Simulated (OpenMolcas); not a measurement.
Ta: input and output

Input:

```
&GATEWAY
Coord
1

Ta 0.0 0.0 0.0
Basis=ANO-R3
Group=XYZ
NoMove
AngMom=0.0 0.0 0.0
AMFI
&SEWARD
* reference wave functions (RASSCF and RASSI steps not shown): 3 electrons in 5 orbitals (5d)
>>> COPY JOB001 $Project.JobIph
&CASPT2
Multistate=10 1 2 3 4 5 6 7 8 9 10
Frozen=14 16
IPEA=0.25
Imaginary=0.1
MaxIter=60
WThr=0.0 0.3 0.05
PrWF=0.5
NoMix
>>> COPY JOB002 $Project.JobIph
&CASPT2
Multistate=40 1 2 3 4 5 6 7 8 9 10 11 12 13 14 15 16 17 18 19 20 21 22
23 24 25 26 27 28 29 30 31 32 33 34 35 36 37 38 39 40
Frozen=14 16
IPEA=0.25
Imaginary=0.1
MaxIter=60
WThr=0.0 0.3 0.05
PrWF=0.5
NoMix
```

Launched by
```bash
OMP_NUM_THREADS=1 MOLCAS_MEM=1689 MOLCAS_PROJECT=a pymolcas a.inp > a.log  # once for each step of the input, in one work folder
```

Output, cut to the results:

```
--- CASPT2 ---
Orbital specifications:
      -----------------------

      Symmetry species                           1   2
                                                ag  au
      Frozen orbitals                           14  16
      Inactive orbitals                          2   3
      Active orbitals                            5   0
      Secondary orbitals                        45  52
      Deleted orbitals                           0   0
      Number of basis functions                 66  71
Type of calculation                        MS-CASPT2
      Fock operator                              state-specific
      IPEA shift                                 0.25
      Real shift                                 0.00
      Imaginary shift                            0.10
      The input orbitals will be transformed to quasi-canonical
Reference energy:      -15600.1783624875
      E2 (Non-variational):      -0.3497152259
      Shift correction:          -0.0008394554
      E2 (Variational):          -0.3505546813
      Total energy:          -15600.5289171688
      Residual norm:              0.0000005471
      Reference weight:           0.89558
      Contributions to the CASPT2 correlation energy
      Active & Virtual Only:         -0.0172586582
      One Inactive Excited:          -0.1433183967
      Two Inactive Excited:          -0.1891381711
Reference energy:      -15600.1783624875
      E2 (Non-variational):      -0.3492378006
      Shift correction:          -0.0008244812
      E2 (Variational):          -0.3500622817
      Total energy:          -15600.5284247692
      Residual norm:              0.0000004551
      Reference weight:           0.89617
      Contributions to the CASPT2 correlation energy
      Active & Virtual Only:         -0.0169061462
      One Inactive Excited:          -0.1432494690
      Two Inactive Excited:          -0.1890821854
::    CASPT2 Root  1     Total energy: -15600.52891717
::    CASPT2 Root  2     Total energy: -15600.52842477
::    CASPT2 Root  3     Total energy: -15600.52940695
::    CASPT2 Root  4     Total energy: -15600.52965842
::    CASPT2 Root  5     Total energy: -15600.52969002
::    CASPT2 Root  6     Total energy: -15600.52881179
::    CASPT2 Root  7     Total energy: -15600.52975963
::    CASPT2 Root  8     Total energy: -15600.49778065
::    CASPT2 Root  9     Total energy: -15600.49778067
::    CASPT2 Root 10     Total energy: -15600.49778056
::    MS-CASPT2 Root  1     Total energy: -15600.53117249
::    MS-CASPT2 Root  2     Total energy: -15600.53041708
::    MS-CASPT2 Root  3     Total energy: -15600.53030570
::    MS-CASPT2 Root  4     Total energy: -15600.52922686
::    MS-CASPT2 Root  5     Total energy: -15600.52858649
::    MS-CASPT2 Root  6     Total energy: -15600.52819203
::    MS-CASPT2 Root  7     Total energy: -15600.52712873
::    MS-CASPT2 Root  8     Total energy: -15600.49775961
::    MS-CASPT2 Root  9     Total energy: -15600.49762079
::    MS-CASPT2 Root 10     Total energy: -15600.49760084
--- CASPT2 ---
Orbital specifications:
      -----------------------

      Symmetry species                           1   2
                                                ag  au
      Frozen orbitals                           14  16
      Inactive orbitals                          2   3
      Active orbitals                            5   0
      Secondary orbitals                        45  52
      Deleted orbitals                           0   0
      Number of basis functions                 66  71
Type of calculation                        MS-CASPT2
      Fock operator                              state-specific
      IPEA shift                                 0.25
      Real shift                                 0.00
      Imaginary shift                            0.10
      The input orbitals will be transformed to quasi-canonical
Reference energy:      -15600.1339641382
      E2 (Non-variational):      -0.3642451983
      Shift correction:          -0.0011477115
      E2 (Variational):          -0.3653929098
      Total energy:          -15600.4993570480
      Residual norm:              0.0000004823
      Reference weight:           0.88311
      Contributions to the CASPT2 correlation energy
      Active & Virtual Only:         -0.0301793761
      One Inactive Excited:          -0.1428858672
      Two Inactive Excited:          -0.1911799550
Reference energy:      -15600.1339641382
      E2 (Non-variational):      -0.3642511803
      Shift correction:          -0.0011701645
      E2 (Variational):          -0.3654213447
      Total energy:          -15600.4993854829
      Residual norm:              0.0000005244
      Reference weight:           0.88272
      Contributions to the CASPT2 correlation energy
      Active & Virtual Only:         -0.0301095204
      One Inactive Excited:          -0.1429012178
      Two Inactive Excited:          -0.1912404421
::    CASPT2 Root  1     Total energy: -15600.49935705
::    CASPT2 Root  2     Total energy: -15600.49938548
::    CASPT2 Root  3     Total energy: -15600.49948301
::    CASPT2 Root  4     Total energy: -15600.49940279
::    CASPT2 Root  5     Total energy: -15600.49946892
::    CASPT2 Root  6     Total energy: -15600.49946012
::    CASPT2 Root  7     Total energy: -15600.49933623
::    CASPT2 Root  8     Total energy: -15600.49925499
::    CASPT2 Root  9     Total energy: -15600.49944218
::    CASPT2 Root 10     Total energy: -15600.48646854
::    CASPT2 Root 11     Total energy: -15600.48608875
::    CASPT2 Root 12     Total energy: -15600.48486778
::    CASPT2 Root 13     Total energy: -15600.48674712
::    CASPT2 Root 14     Total energy: -15600.48643551
::    CASPT2 Root 15     Total energy: -15600.48832553
::    CASPT2 Root 16     Total energy: -15600.48706454
::    CASPT2 Root 17     Total energy: -15600.48556912
::    CASPT2 Root 18     Total energy: -15600.48517153
::    CASPT2 Root 19     Total energy: -15600.48756709
...
```

Levels above the lowest, from the spin-orbit matrix with the multistate effective Hamiltonian, averaged by term, added to it:

```csv
Configuration,Term,J,E (cm-1),Measured (cm-1),g,Term weight %,Second
5d3 6s2,4F,3/2,0.0,0.0,0.455,88,10 2D(1)
5d3 6s2,4F,5/2,2340,2010,1.035,96,4 2D(1)
5d3 6s2,4F,7/2,4500,3964,1.213,92,7 2G
5d3 6s2,4F,9/2,6210,5621,1.272,75,22 2G
5d3 6s2,4P,3/2,7610,,1.376,43,37 2P
5d3 6s2,4P,1/2,8790,6049,1.999,66,34 2P
5d3 6s2,2G,7/2,10390,,0.921,90,8 4F
5d3 6s2,2H,9/2,11350,,1.060,48,32 2G
5d3 6s2,4P,5/2,12080,9253,1.550,88,9 2D(1)
5d3 6s2,2D(1),3/2,12970,,1.213,47,44 4P
5d3 6s2,2P,1/2,13560,,1.338,66,34 4P
5d3 6s2,2H,11/2,15690,,1.091,100,
5d3 6s2,2D(1),5/2,15780,,1.231,85,10 4P
5d3 6s2,2H,9/2,16550,,1.023,49,46 2G
5d3 6s2,2P,3/2,17910,,1.220,58,27 2D(1)
5d3 6s2,2F,7/2,20550,,1.137,97,2 2G
5d3 6s2,2F,5/2,20610,,0.889,91,7 2D(2)
5d3 6s2,2D(2),5/2,31150,,1.183,90,7 2F
5d3 6s2,2D(2),3/2,31430,,0.803,98,
```

Against the 5 measured excited levels shown (NIST Handbook of Basic Atomic Spectroscopic Data) the mean absolute deviation is 1400 cm-1; the largest miss in energy is 5d3 6s2 4P 5/2: computed 12080, measured 9253 cm-1 (+30.6 %), and the largest in proportion 5d3 6s2 4P 1/2 [66 %] (+45.3 %).

Term energies are means over components that CASPT2 splits; among the terms shown or strongly mixed into the levels shown the widest spread is 890 cm-1 (5d3 6s2 4F). With the s shell closed, the reference lacks s² → p², s² → d² and s → d mixing, so excited terms can stand far too high and out of order, with CASPT2 too. Some terms miss by over 15 % even with CASPT2, which points to a basis or an active space too small for the shells correlated. Computed and measured levels are paired by configuration, term and J; levels that our copy of the source lacks, or whose pairing is in doubt (as where it misses far off the trend of its configuration), stay unpaired and out of the deviations. Levels of configurations outside the active space are missing.

The term weight is that of the spin-free term in the level, not the purity of its configuration. A share in square brackets marks a mixed level and gives the weight of the term that names it. A number in round brackets counts repeated terms of one configuration in the order of the reference energies.
